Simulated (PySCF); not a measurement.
The same groups moved round the core (azulene silyl). All species are isolated molecules in the gas phase. Strings in code marks are SMILES.

Level of theory: PySCF with PBE0-D3(BJ)/def2-TZVP // PBE0-D3(BJ)/def2-SVP. Delta-SCF ions had no search for a lower state. 

```json
[
 {"species": "`[SiH3]c1cc2cccccc-2c1`", "vertical ionisation energy (Delta-SCF) (eV)": "7.34", "S1 oscillator strength": "0.012", "HOMO–LUMO gap (eV)": "3.49"},
 {"species": "`c1c2-c(ccc(c1)[SiH3])ccc2`", "vertical ionisation energy (Delta-SCF) (eV)": "7.34", "S1 oscillator strength": "0.012", "HOMO–LUMO gap (eV)": "3.47"},
 {"species": "`[SiH3]c1ccc2cccccc1-2`", "vertical ionisation energy (Delta-SCF) (eV)": "7.37", "S1 oscillator strength": "0.009", "HOMO–LUMO gap (eV)": "3.62"},
 {"species": "`c1c([SiH3])cc2-c(ccc2)cc1`", "vertical ionisation energy (Delta-SCF) (eV)": "7.35", "S1 oscillator strength": "0.014", "HOMO–LUMO gap (eV)": "3.57"},
 {"species": "`c1ccc([SiH3])c2-c(c1)ccc2`", "vertical ionisation energy (Delta-SCF) (eV)": "7.35", "S1 oscillator strength": "0.015", "HOMO–LUMO gap (eV)": "3.50"}
]
```
